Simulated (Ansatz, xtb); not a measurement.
C4H7NSe: which of two isomers lies lower

Structure X: `CC[C@H]([SeH])C#N`, a singlet. Structure Y: `C[C@H]([SeH])CC#N`, a singlet. Both are isolated molecules in the gas phase, relaxed with B3LYP-D3(BJ)/def2-SVP, each in the lowest conformer that the search found.

Energies in hartree; the thermal terms are from GFN2-xTB frequencies at re-optimised GFN2-xTB minima (ideal gas, soft modes damped towards free rotors, one conformer each, 298.15 K, 1 atm) and include the zero-point energy:

```
                               X            Y
E, CCSD(T)/def2-SVP  −2610.397320  −2610.400968
    E, MP2/def2-SVP  −2610.318361  −2610.322226
  E, MP2/def2-TZVPP  −2611.039940  −2611.044420
  zero-point energy      0.097475      0.097368
       H(298 K) − E      0.106378      0.106127
       G(298 K) − E      0.064223      0.064423
```

Task: Correct the CCSD(T) difference for the basis set by the MP2 change, then work out ΔE, ΔE₀, ΔH and ΔG for X → Y in kJ/mol (1 Eh = 2625.50 kJ/mol) and the equilibrium ratio [Y]/[X].

Result: 1. Differences Y − X: CCSD(T) −0.003648, MP2 in the small set −0.003865, MP2 in the large set −0.004480 Eh.
2. ΔE = −0.003648 + (−0.004480 − (−0.003865)) = −0.004263 Eh = −11.19 kJ/mol.
3. ΔE₀ = ΔE + ΔZPE = −0.004263 + (−0.000107) Eh = −11.47 kJ/mol.
4. ΔH = ΔE + (−0.000251) Eh = −11.85 kJ/mol.
5. ΔG = ΔE + (+0.000200) Eh = −10.67 kJ/mol, so ΔS = (ΔH − ΔG)/T = −4.0 J/(mol K).
6. kT = 0.9442 mEh, so K = [Y]/[X] = exp(−ΔG/kT) = exp(+4.30) ≈ 74.

Structure Y is favoured at this temperature. An error of 4 kJ/mol in ΔG would change K by a factor of 5. Mirror images and further conformers aren't counted.

As drawn, both hold the same kinds of bond in the same numbers.

Other levels gave ΔE = −4.8 (GFN2-xTB); −3.0 (HF/STO-3G, GFN2-xTB geometries); −9.3 (r2SCAN-D4/def2-SVP, GFN2-xTB geometries); −8.5 (B3LYP-D3(BJ)/def2-SVP); −11.5 (HF/def2-SVP); −10.1 (MP2/def2-SVP); −9.6 (CCSD(T)/def2-SVP) kJ/mol. The correlated steps freeze 14 core orbitals; the filled d shell of Se is correlated, in a basis made for valence electrons. Programs: Ansatz 0.2.0, xtb 6.7.1.
